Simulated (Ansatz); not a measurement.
Q: Name a neutral molecule of B, C, Cl, O and H with HOMO energy (PBE0/def2-TZVPP) between -8.70 and -8.40 eV and HOMO–LUMO gap (B3LYP/def2-TZVPP) between 7.75 and 8.05 eV (Ansatz, PBE0-D4/def2-TZVP geometry).

A: `OBCCl` (-8.55 eV, 7.87 eV). Other molecules can fit too; these were computed, each in one conformer that needn't be the lowest.

B3LYP here is the variant with VWN-RPA as its local correlation; programs differ in this.
